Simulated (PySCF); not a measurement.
[NbO3(OH)]2- (charge -2 and singlet state).
Cartesian coordinates in Å at the PBE0-D3(BJ)/def2-SVP level; atoms count from 1:
```
atom  x, y, z in Å
Nb1    0.1897    0.3291    0.3147
O2     0.1646    0.2911    2.1215
O3     1.8694    0.2757   -0.3582
O4    -0.7217    1.7386   -0.3649
O5    -0.7661   -1.3667   -0.3776
H6    -0.7359   -1.2678   -1.3356
```

The calculation used PySCF, PBE0-D3(BJ)/def2-SVP geometry optimisation, gas phase, def2 core potentials past Kr.

Masses are those of the commonest isotopes; rigid-rotor values at the optimised geometry. 

Task: What are A, B and C (GHz)?

Result: Ia = 144.02, Ib = 157.68, Ic = 160.08 u·Å²; 505379 MHz·u·Å²/I gives 3509, 3205 and 3157 MHz, that is A = 3.5090, B = 3.2051, C = 3.1570 GHz.

Task: What kind of rotor is it?

Result: An asymmetric top; Ray's κ = -0.727.

Task: Is it planar, by Δ = Ic − Ia − Ib?

Result: Not planar: Δ = Ic − Ia − Ib = -141.62 u·Å². For a rigid frame Δ = −2 Σ m c², so Σ m c² = 70.81 u·Å² lies off the ab plane: 0.00 from hydrogen and 70.81 from heavier atoms. The atom farthest from that plane is 1.50 Å away.

Task: Which types of transition are allowed, and where do some lines up to J = 4 fall?

Result: The dipole components (about the centre of mass, as the species is charged) are |μa| = 2.54 D, |μb| = 0.37 D, |μc| = 0.00 D; the mirror of this Cs structure is the ab plane, so μc vanishes by symmetry (the 0.01 D computed is a residue) and there are no c-type lines. The squared components, which scale the intensities, stand as 1.00 : 0.02 (a : b). Some lines, for components of 0.1 D or more:

```
type  branch         J(Ka,Kc)    MHz  lower level (cm⁻¹)
   b       Q  2(2,1) ← 2(1,2)   1056               0.645
   b       Q  4(3,1) ← 4(2,2)   1584               2.168
   b       Q  3(3,1) ← 3(2,2)   1643               1.317
   b       Q  4(4,0) ← 4(3,1)   2285               2.221
   b       Q  4(4,1) ← 4(3,2)   2287               2.221
   a       R  1(0,1) ← 0(0,0)   6362               0.000
   a       R  3(1,3) ← 2(1,2)  19011               0.645
   a       R  3(1,2) ← 2(1,1)  19155               0.650
   b       R  3(2,2) ← 2(1,1)  19998               0.650
   b       R  3(2,1) ← 2(1,2)  20168               0.645
   b       R  3(3,1) ← 2(2,0)  20724               0.681
   a       R  4(0,4) ← 3(0,3)  25399               1.272
   a       R  4(2,3) ← 3(2,2)  25444               1.317
   b       R  4(1,4) ← 3(0,3)  25549               1.272
   b       R  4(3,1) ← 3(2,2)  27103               1.317
```

Whether it is a minimum is left open (no frequencies). Whether so highly charged an anion holds all its electrons in the gas phase wasn't checked; a finite basis holds them in any case. No counter-ion or solvent screens the charge of this multiply charged ion. No vibrational averaging or centrifugal distortion is included, and the geometry carries the error of its method.

On one thread of an Intel Xeon 6975P-C, no GPU, on a shared host, this took 20 s and 0.36 GiB of memory at its peak. These figures are those of the optimisation.
